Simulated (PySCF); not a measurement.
31P shifts, computed and measured

Computed: GIAO KT3/pcSseg-2, gas phase, PySCF SCF with an in-house response code, geometries PBE0-D3(BJ)/def2-SVP, one conformer, no vibrational averaging, against isolated H3PO4 at the same level. Measured: against 85 % H3PO4, in the medium listed. The two scales can differ by a constant.

```json
{"compound (atom-mapped SMILES)": "[CH3:1][CH2:2][CH2:3][CH2:4][P:5]([CH2:6][CH2:7][CH2:8][CH3:9])[CH2:10][CH2:11][CH2:12][CH3:13]", "atom": "P5", "computed / ppm": "-48.2", "measured / ppm": "-32.5", "medium": "not stated"}
{"compound (atom-mapped SMILES)": "[S:1]=[P:2]([c:3]1[cH:4][cH:5][cH:6][cH:7][cH:8]1)([c:9]1[cH:10][cH:11][cH:12][cH:13][cH:14]1)[c:15]1[cH:16][cH:17][cH:18][cH:19][cH:20]1", "atom": "P2", "computed / ppm": "29.3", "measured / ppm": "43", "medium": "not stated"}
{"compound (atom-mapped SMILES)": "[CH3:1][CH2:2][CH2:3][CH2:4][P:5]([CH2:6][CH:7]([CH3:8])[CH3:9])[CH:10]1[CH2:11][CH2:12][CH2:13][CH2:14]1", "atom": "P5", "computed / ppm": "-32.0", "measured / ppm": "-22.1", "medium": "CDCl3"}
{"compound (atom-mapped SMILES)": "[CH3:1][CH2:2][P:3](=[O:4])([CH2:5][CH3:6])[CH2:7][c:8]1[cH:9][cH:10][cH:11][cH:12][cH:13]1", "atom": "P3", "computed / ppm": "22.9", "measured / ppm": "49.2", "medium": "CDCl3"}
{"compound (atom-mapped SMILES)": "[CH3:1][P:2]([c:3]1[cH:4][cH:5][cH:6][cH:7][cH:8]1)[c:9]1[cH:10][cH:11][cH:12][cH:13][cH:14]1", "atom": "P2", "computed / ppm": "-30.9", "measured / ppm": "-28", "medium": "not stated"}
```

Q: Give computed and measured shifts for these two.

```tsv
compound (atom-mapped SMILES)	atom
[CH3:1][CH2:2][CH2:3][P+:4]([CH2:5][CH2:6][CH3:7])([CH2:8][CH2:9][CH3:10])[CH2:11][CH2:12][CH3:13]	P4
[O:1]=[P:2]([c:3]1[cH:4][cH:5][cH:6][cH:7][cH:8]1)([c:9]1[cH:10][cH:11][cH:12][cH:13][cH:14]1)[c:15]1[cH:16][cH:17][cH:18][cH:19][cH:20]1	P2
```

A: 
```csv
compound (atom-mapped SMILES),atom,computed / ppm,measured / ppm,medium
[CH3:1][CH2:2][CH2:3][P+:4]([CH2:5][CH2:6][CH3:7])([CH2:8][CH2:9][CH3:10])[CH2:11][CH2:12][CH3:13],P4,13.8,31,not stated
[O:1]=[P:2]([c:3]1[cH:4][cH:5][cH:6][cH:7][cH:8]1)([c:9]1[cH:10][cH:11][cH:12][cH:13][cH:14]1)[c:15]1[cH:16][cH:17][cH:18][cH:19][cH:20]1,P2,1.9,29.7,CDCl3
```

Q: How well does this level do over the whole set?

A: Computed less measured averages -16.2 ppm, and the scatter about that mean is 8.1 ppm (rms) over 7 compounds.

Measured values:  Dissertation zur Erlangung des Doktorgrades der Fakultät für Chemie und Pharmazie der Ludwig-Maximilians-Univ; B. Maryasin, H. Zipse, Phys. Chem. Chem. Phys. 13 (2011) 5150; E. Pretsch, P. Bühlmann, M. Badertscher, Structure Determination of Organic Compounds, 4th ed., Springer 2009; NMR Tables: representative 31P chemical shifts referenced to 85 % H3PO4; supporting information or article, doi 10.1039/c2cc33908k.
